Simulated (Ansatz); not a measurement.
Molecule: C4H10B, net charge 0, doublet state. It need not be the lowest isomer of its formula. SMILES: C[CH]B(C)C
Geometry from a B3LYP-D3(BJ)/def2-TZVP (Ansatz, a first-principles code) optimisation:
```xyz
15

C      2.1369     0.3044    -0.0794
C      0.9147    -0.4930    -0.3596
B     -0.5314    -0.1238     0.0026
C     -0.8441     1.2212     0.7676
C     -1.7135    -1.0803    -0.4056
H      1.9234     1.2439     0.4294
H      2.8454    -0.2651     0.5363
H      2.6787     0.5319    -1.0064
H      1.1060    -1.4303    -0.8817
H     -0.7254     2.0651     0.0746
H     -1.8620     1.2742     1.1585
H     -0.1503     1.4193     1.5899
H     -2.1939    -1.4734     0.4999
H     -2.5040    -0.5282    -0.9266
H     -1.4244    -1.9320    -1.0245
```
Charge 0, spin multiplicity 2.

Wanted: atomisation energy (electronic, to ground-state atoms); the coupled-cluster value holds the core correlation from cc-pwCVTZ, in kcal/mol. Valence correlation only, unless marked. UHF or UKS for open shells. Spin-orbit coupling is left out. No relativistic terms. Basis-set limits of correlation are two-point, X^-3; Hartree-Fock from the larger set.

Level to compare with: CCSD(T)/CBS(cc-pVTZ,cc-pVQZ) plus the core term (Ansatz), 1399.4 kcal/mol. It is a level with limits of its own, and the differences hold the functionals' basis error too.

Q: Rank these functionals by how close they come to CCSD(T)/CBS(cc-pVTZ,cc-pVQZ), closest first: r2SCAN/def2-TZVPD (Ansatz); BHLYP/def2-TZVPD (Ansatz); wB97X-V/def2-TZVPD (Ansatz).

A: wB97X-V/def2-TZVPD (range-separated hybrid with VV10, 1398.9 kcal/mol, difference -0.5), r2SCAN/def2-TZVPD (meta-GGA, 1406.0 kcal/mol, difference 6.6), BHLYP/def2-TZVPD (global hybrid, 1370.7 kcal/mol, difference -28.7)
